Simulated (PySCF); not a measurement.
**Radial density of W⁶¹⁺ (tungsten, charge +61)**

revPBE, [Ne] 3s2 3p1, 2P determinant. Computed with PySCF 2.14 in an even-tempered Gaussian basis (20 s from 16 bohr⁻², ratio 2.2; 14 p from 21 bohr⁻², ratio 2.2; 5 d from 81 bohr⁻², ratio 2.4; 4 f from 120 bohr⁻², ratio 2.4; 4 g from 180 bohr⁻², ratio 2.4), with the spin-free X2C one-electron Hamiltonian (Gaussian nucleus).

```json
{"r (bohr)": "0.0193", "4πr²ρ (e/bohr)": "87.18", "4πr²(ρα − ρβ)": "1.1292"}
{"r (bohr)": "0.0324", "4πr²ρ (e/bohr)": "88.07", "4πr²(ρα − ρβ)": "2.5015"}
{"r (bohr)": "0.0545", "4πr²ρ (e/bohr)": "118.0", "4πr²(ρα − ρβ)": "1.8421"}
{"r (bohr)": "0.0918", "4πr²ρ (e/bohr)": "62.85", "4πr²(ρα − ρβ)": "0.2660"}
{"r (bohr)": "0.154", "4πr²ρ (e/bohr)": "25.44", "4πr²(ρα − ρβ)": "6.5229"}
{"r (bohr)": "0.260", "4πr²ρ (e/bohr)": "8.034", "4πr²(ρα − ρβ)": "2.5549"}
{"r (bohr)": "0.437", "4πr²ρ (e/bohr)": "0.09755", "4πr²(ρα − ρβ)": "0.0338"}
```

Densities and radii are taken from the X2C orbitals without a picture-change correction, which distorts them close to the nucleus.

Spin-orbit coupling, absent here, splits the open shell strongly.
